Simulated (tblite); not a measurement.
C₆H₆BF₃.
Numbering: `[CH2:1]=[CH:2][CH2:3][C@H:4]1[C:5]([F:6])=[C:7]1[B:8]([F:9])[F:10]` (hydrogens: H11, H12 on C1; H13 on C2; H14, H15 on C3; H16 on C4)

Computed with GFN2-xTB (tblite), gas phase: L-BFGS steps from a force-field or distance-geometry start until the largest atomic force falls under 0.01 eV/Å.

Step 23: E = -852.0361 eV
```
atom  x, y, z in Å  |  force x, y, z in eV/Å
C1      2.5851    0.5736   -1.1163   -0.015  -0.028  -0.014
C2      1.3822    0.0561   -0.9439    0.013   0.024   0.020
C3      0.8912   -0.4780    0.3775    0.045   0.036  -0.027
C4     -0.5263   -1.0068    0.2996    0.038   0.000  -0.020
C5     -1.4301   -0.9392    1.4570   -0.008  -0.024  -0.018
F6     -1.7078   -1.4669    2.6213   -0.005   0.005   0.016
C7     -1.7248   -0.0571    0.5318    0.070   0.026  -0.051
B8     -2.5043    1.1284   -0.0049    0.013   0.008   0.028
F9     -2.2482    1.6672   -1.1810   -0.036  -0.003   0.018
F10    -3.4695    1.7121    0.6787   -0.031   0.019  -0.028
H11     3.3000    0.6375   -0.3093   -0.055  -0.007  -0.041
H12     2.9121    0.9513   -2.0706   -0.022  -0.012   0.037
H13     0.6837    0.0089   -1.7698    0.019  -0.013   0.080
H14     1.5583   -1.2817    0.7083   -0.019   0.035   0.008
H15     0.9375    0.3211    1.1232    0.021  -0.037   0.013
H16    -0.6468   -1.8174   -0.4130   -0.027  -0.030  -0.019
```

Step 24: E = -852.0371 eV
```
atom  x, y, z in Å  |  force x, y, z in eV/Å
C1      2.5852    0.5723   -1.1187   -0.004  -0.006  -0.003
C2      1.3828    0.0560   -0.9408    0.021   0.024  -0.002
C3      0.8945   -0.4799    0.3808    0.037   0.039  -0.045
C4     -0.5241   -1.0062    0.2999    0.042  -0.020   0.016
C5     -1.4306   -0.9360    1.4563   -0.005  -0.024  -0.043
F6     -1.7168   -1.4684    2.6172    0.005   0.024  -0.005
C7     -1.7193   -0.0529    0.5295    0.039   0.010  -0.030
B8     -2.5053    1.1299   -0.0056    0.024   0.004   0.027
F9     -2.2553    1.6718   -1.1812   -0.023  -0.006   0.000
F10    -3.4727    1.7091    0.6783   -0.033   0.012  -0.011
H11     3.3014    0.6398   -0.3138   -0.040  -0.017  -0.030
H12     2.9104    0.9507   -2.0736   -0.035  -0.018   0.038
H13     0.6827    0.0100   -1.7649    0.005  -0.021   0.070
H14     1.5615   -1.2853    0.7080   -0.026   0.043   0.014
H15     0.9418    0.3189    1.1269    0.022  -0.048   0.016
H16    -0.6438   -1.8208   -0.4097   -0.028   0.004  -0.013
```

Question: Estimate the geometry and energy of step 25. (The exact step hangs on the optimiser's Hessian estimate; all steps are aligned on step 24, rigid shifts and turns removed.)

Answer: E = -852.0379 eV, largest force 0.056 eV/Å
```
atom  x, y, z in Å  |  force x, y, z in eV/Å
C1      2.5851    0.5711   -1.1206    0.006   0.014   0.006
C2      1.3834    0.0563   -0.9384    0.015   0.015  -0.013
C3      0.8975   -0.4808    0.3825    0.015   0.022  -0.033
C4     -0.5216   -1.0061    0.3001    0.032  -0.029   0.031
C5     -1.4309   -0.9341    1.4551    0.003  -0.019  -0.053
F6     -1.7229   -1.4690    2.6139    0.012   0.039  -0.024
C7     -1.7142   -0.0496    0.5273    0.008  -0.004  -0.005
B8     -2.5056    1.1312   -0.0056    0.024   0.005   0.019
F9     -2.2611    1.6750   -1.1813   -0.011  -0.007  -0.013
F10    -3.4756    1.7072    0.6776   -0.026   0.000   0.003
H11     3.3015    0.6412   -0.3174   -0.010  -0.022  -0.004
H12     2.9086    0.9499   -2.0752   -0.035  -0.013   0.016
H13     0.6819    0.0104   -1.7600   -0.017  -0.024   0.041
H14     1.5635   -1.2870    0.7081   -0.015   0.034   0.017
H15     0.9453    0.3164    1.1299    0.020  -0.041   0.021
H16    -0.6424   -1.8232   -0.4076   -0.021   0.031  -0.009
```

The energy changes by -0.0008 eV. The first-order estimate −F·Δx gives -0.0011 eV and the mean of the old and new forces, exact on a quadratic surface, -0.0008 eV. The step makes an angle of 70° with the force vector and moves no atom by more than 0.007 Å.

What follows is the cost of the whole relaxation. On one thread, Arm Neoverse V2 (aarch64), shared host with 64 logical CPUs at a one-minute load of 40, this took 0.83 s wall.
